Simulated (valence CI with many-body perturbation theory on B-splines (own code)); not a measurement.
Values are calculated unless marked as measured or tabulated.
**Ir XXXVIII in three bases**

Level of theory: relativistic CI+MBPT: four valence electrons over a frozen Dirac-Fock core [Kr], a basis of 7 s, 7 p, 8 d, 6 f, 4 g, 1 h functions for each j, with the one-electron correlation potential Σ1 (screened to all orders), the two-electron term Σ2, the three-electron term Σ3, Breit, model QED; selected single and double excitations, second order for the rest, scaled by the run's own slope (own B-spline code, finite nucleus).

The last digits are not significant, and no measured levels were compared; by estimate large intervals hold to a few tenths of a per cent, small ones and those within an open d or f shell to about a per cent. Only levels of the ground parity were solved; by the run's estimate the other parity begins above the list, which can be wrong where configurations are misplaced.

The reference run has the lowest level (4d3/2^4) J=0 and an ionisation energy of 1685.03 eV. Its largest variational space holds 18759 state functions.

Levels are named by their leading jj configuration (3d3/2^4 stands for four electrons in 3d with j = 3/2), which in mixed levels can hold well under half, so a name can repeat and another be missing. Letters in brackets count levels of one name in rising energy.

Changed runs:
A. basis 6 s, 6 p, 5 d, 5 f, 1 g
B. basis 5 s, 5 p, 4 d, 4 f

Excitation energies of the reference run in cm⁻¹, and shifts in cm⁻¹:

```tsv
Level	Reference	A	B
(4d3/2^3 4d5/2) J=1	150357	-239	-508
(4d3/2^3 4d5/2) J=4	192723	-23	+254
(4d3/2^3 4d5/2) J=2	196671	-147	+114
(4d3/2^3 4d5/2) J=3	208354	-89	+326
(4d3/2^2 4d5/2^2) J=0 [a]	330822	-233	-520
(4d3/2^2 4d5/2^2) J=2 [a]	334785	-212	-59
(4d3/2^2 4d5/2^2) J=4 [a]	341865	-234	-264
(4d3/2^2 4d5/2^2) J=3 [a]	346026	-263	-171
(4d3/2^2 4d5/2^2) J=5	362146	-129	+211
(4d3/2^2 4d5/2^2) J=1	373569	-129	+376
(4d3/2^2 4d5/2^2) J=6	374121	-50	+451
(4d3/2^2 4d5/2^2) J=3 [b]	386884	-71	+729
Ionisation energy (eV)	1685.03	-0.07	-0.15
```
